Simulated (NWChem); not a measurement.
System: AlBrF$_{2}$; SMILES [F][Al]([F])[Br]

```xyz
4

Al     0.0006     0.9503     0.0000
F      0.0014     1.8009    -1.4286
F      0.0014     1.8009     1.4286
Br    -0.0018    -1.2810     0.0000
```
Atoms are numbered in this order, from 1.

Level: PBE-D3(BJ)/def2-SVP (NWChem), optimised geometry, unscaled harmonic frequencies. This build's default masses of Se (78.918 u) and Br (79.917 u) are each other's, which moves their modes by up to 0.6 %.

| frequency (cm⁻¹) | IR intensity (km/mol) |
|---|---|
| 161 | 8.3 |
| 207 | 20.3 |
| 243 | 68.3 |
| 404 | 53.4 |
| 806 | 139.4 |
| 944 | 98.5 |

zero-point energy: 4.0 kcal/mol
thermal correction to the enthalpy at 298.15 K (with zero-point energy): 7.6 kcal/mol
heat capacity Cv: 14.0 cal/(mol K)
entropy at 298.15 K and 1 atm (symmetry number 2): 74.4 cal/(mol K)
dipole moment: 0.66 D

Rigid rotor and harmonic oscillator.
